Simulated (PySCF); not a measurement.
**Static response to an electric field**

Species: SnHMe2(OMe), C3H10OSn.
Cartesian coordinates in Å at the PBE0-D3(BJ)/def2-SVP level; atoms count from 1:
```
atom  x, y, z in Å
Sn1    0.0492    0.5669    0.4220
H2     0.1894    0.7197    2.1348
C3     1.9305    0.0609   -0.4851
H4     1.7883   -0.0877   -1.5647
H5     2.3305   -0.8636   -0.0457
H6     2.6562    0.8719   -0.3280
C7    -0.9349    2.2168   -0.5114
H8    -0.2859    3.1039   -0.5172
H9    -1.8635    2.4529    0.0257
H10   -1.1820    1.9436   -1.5468
O11   -1.2128   -0.9453    0.0722
C12   -0.9261   -2.2344    0.5058
H13    0.0194   -2.6423    0.0901
H14   -1.7333   -2.9160    0.1816
H15   -0.8578   -2.3233    1.6107
```

Level: CAM-B3LYP/def2-SVPD (PySCF), static field, nuclei fixed, core orbitals frozen in the response. The polarisability tensor in these axes (au):

```
x   82.72 -2.65 -1.87
y   -2.65 88.81 -3.70
z   -1.87 -3.70 76.05
```

Q: Diagonalise the tensor; give its mean and Δα, where Δα² is half the sum of the squared differences of the eigenvalues.

A: Principal values 74.29, 82.89 and 90.40 au; mean 82.53 au = 12.23 Å³ = 13.61 × 10⁻⁴⁰ C²·m²/J; Δα = 13.96 au (17 % of the mean).

Q: What is the dipole moment, and where does it point?

A: (1.68, 1.04, 0.03) D, 1.98 D in size, pointing from the negative to the positive side. Measured along this direction, the outermost atoms are H14 at the negative end and H6 at the positive end.

Q: Orientational against electronic polarisability at 273 K (dilute gas, rigid molecules)?

A: In Gaussian units μ²/3kT = 34.50 Å³ against 12.23 Å³, a ratio of 2.82; the Debye molar polarisation (4π/3)N_A(α + μ²/3kT) is 117.9 cm³/mol, leaving out the vibrational part.

Q: Along which axes do the principal values lie, and how far do the nuclei extend along each?

A: Largest value along (-0.27, 0.94, -0.21), where the nuclei span 5.61 Å; middle along (0.92, 0.19, -0.35), 4.92 Å; least along (0.29, 0.29, 0.91), 3.41 Å. The response follows the extents in order.

Q: Refractivity n − 1 of an ideal gas of it at 400 K and 1 atm, from the electronic α?

A: N = p/kT = 1.8347 × 10¹⁹ cm⁻³, so n − 1 = 2π × N × 12.23 × 10⁻²⁴ cm³ = 1410 × 10⁻⁶ at long wavelengths.

Q: Rayleigh depolarisation ratio (linearly polarised light, static tensor)?

A: ρ = 3Δα²/(45ᾱ² + 4Δα²) = 584.8/(306481 + 779.8) = 0.0019.

Isolated species at its PBE0-D3(BJ)/def2-SVP geometry (one conformer only). Atoms past krypton carry effective core potentials; spin–orbit coupling is left out.

The run behind these numbers computed excited states and ΔSCF ions as well. The run took 4.2 min of wall time (with the writing of density and orbital grids) on one thread of an Arm Neoverse V1, no GPU, shared host with 32 logical CPUs at a one-minute load of 28, and the process peaked at 1.1 GiB of memory.
